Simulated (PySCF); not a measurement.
**The second ionisation energy along the noble gases**

Calculated with PySCF 2.14 from differences of total energies of unrestricted determinants, without spin-orbit coupling. Values in eV. The last column holds reference values (NIST; (s) semi-empirical, (t) theoretical, else measured). Unmarked ones compare directly (S terms, centres of terms, or small fine structure); those marked * lie between the lowest fine-structure levels and include a spin-orbit shift.

```
                        element               configurations     UHF     LDA     PBE    PBE0  r2SCAN   reference
He (dyall-acv3z, spin-free X2C)           1s1 → no electrons  54.425  52.839  54.256  54.336  54.430  54.418 (t)
Ne (dyall-acv3z, spin-free X2C)  [He] 2s2 2p5 → [He] 2s2 2p4  39.254  41.434  41.131  40.993  41.127    40.963 *
Ar (dyall-acv3z, spin-free X2C)  [Ne] 3s2 3p5 → [Ne] 3s2 3p4  26.354  27.814  27.578  27.591  27.653    27.630 *
```

For a one-electron ion UHF is exact up to the basis, with infinite nuclear mass and no QED.
